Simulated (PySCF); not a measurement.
Potential energy of GdCl along the bond

Set-up: PySCF, spin-free X2C with a Gaussian nucleus, basis sets Gd x2c-SVPall, Cl x2c-SVPall. Energies in eV from Gd (4f7 5d1 6s2) + Cl in their ground configurations at the same level. All curves are PBE0. state 1: octet, about 7.1 electrons in the 4f shell (Mulliken); state 2: decet, about 7.0 electrons in the 4f shell (Mulliken), a second solution, started from another occupation; state 3: Ms = 2.5 determinant of mixed spin, about 7.1 electrons in the 4f shell (Mulliken), a second solution, started from another occupation.

```json
{"R (Å)": "2.074", "state 1": "-3.967", "state 2": "-3.615", "state 3": "-2.792"}
{"R (Å)": "2.171", "state 1": "-4.641", "state 2": "-4.361", "state 3": "-3.520"}
{"R (Å)": "2.267", "state 1": "-5.008", "state 2": "-4.793", "state 3": "-3.943"}
{"R (Å)": "2.340", "state 1": "-5.135", "state 2": "-4.966", "state 3": "-4.115"}
{"R (Å)": "2.412", "state 1": "-5.170", "state 2": "-5.042", "state 3": "-4.195"}
{"R (Å)": "2.484", "state 1": "-5.134", "state 2": "-5.045", "state 3": "-4.205"}
{"R (Å)": "2.581", "state 1": "-5.006", "state 2": "-4.965", "state 3": "-4.138"}
{"R (Å)": "2.701", "state 1": "-4.763", "state 2": "-4.774", "state 3": "-3.965"}
{"R (Å)": "2.846", "state 1": "-4.404", "state 2": "-4.465", "state 3": "-3.680"}
{"R (Å)": "3.039", "state 1": "-3.882", "state 2": "-3.993", "state 3": "-3.238"}
```

Q: Put a parabola through the three lowest points of the state 1 curve and estimate Re, k and ωe (reduced mass 28.63 u; 1 eV/Å² = 0.16022 mdyn/Å; ωe = 1302.8·√(k/μ) cm⁻¹).

A: Through R = 2.34, 2.412, 2.484 Å the second-order coefficient is 6.85 eV/Å², so Re ≈ 2.411 Å, k ≈ 2.19 mdyn/Å and ωe ≈ 361 cm⁻¹. A polynomial fit of higher order to the unrounded PBE0 energies gives Re = 2.408 Å, k = 2.18 mdyn/Å, ωe = 360 cm⁻¹; anharmonicity and rounding make the difference.

The higher-order fit for each curve: state 1: Re = 2.408 Å, ωe = 360 cm⁻¹, De = 5.17 eV; state 2: Re = 2.451 Å, ωe = 338 cm⁻¹, minimum 5.05 eV below the ground-state fragments; state 3: Re = 2.459 Å, ωe = 325 cm⁻¹, minimum 4.21 eV below the ground-state fragments.

Spin–orbit coupling is left out, which matters for elements this heavy, above all for dissociation energies. The state is the lowest single determinant that the PBE0 search found; with open d or f shells the true ground state can be another one.
